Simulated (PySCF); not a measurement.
## Excited states of Zn¹²⁺ (zinc, charge +12)

Ground state [Ar], ¹S. All numbers are calculated (PySCF 2.14, scalar relativity by spin-free X2C-1e, in an even-tempered Gaussian basis (21 s from 0.13 bohr⁻², ratio 2.5; 14 p from 0.176 bohr⁻², ratio 2.5; 7 d from 0.132 bohr⁻², ratio 2.7; 3 f from 11 bohr⁻², ratio 2.7)). Vertical excitation energies in eV without spin-orbit coupling; excited terms of each kind are numbered among those the solver found. Frozen: [Ne].

```json
{"term": "1 3P°", "leading excitation": "3p → d", "EOM-EE-CCSD": "68.402"}
{"term": "1 3F°", "leading excitation": "3p → d", "EOM-EE-CCSD": "71.531"}
{"term": "1 1D°", "leading excitation": "3p → d", "EOM-EE-CCSD": "76.114"}
{"term": "1 3D°", "leading excitation": "3p → d", "EOM-EE-CCSD": "76.333"}
{"term": "1 1F°", "leading excitation": "3p → d", "EOM-EE-CCSD": "76.681"}
{"term": "1 1P°", "leading excitation": "3p → d", "EOM-EE-CCSD": "96.442"}
{"term": "1 3D", "leading excitation": "3s → d", "EOM-EE-CCSD": "121.59"}
{"term": "1 1D", "leading excitation": "3s → d", "EOM-EE-CCSD": "125.05"}
{"term": "1 3S", "leading excitation": "3p → p", "EOM-EE-CCSD": "217.87"}
{"term": "2 3D", "leading excitation": "3p → p", "EOM-EE-CCSD": "220.76"}
{"term": "2 1D", "leading excitation": "3p → p", "EOM-EE-CCSD": "221.88"}
```

The solver can miss terms. The 27 highest virtual orbitals were dropped.
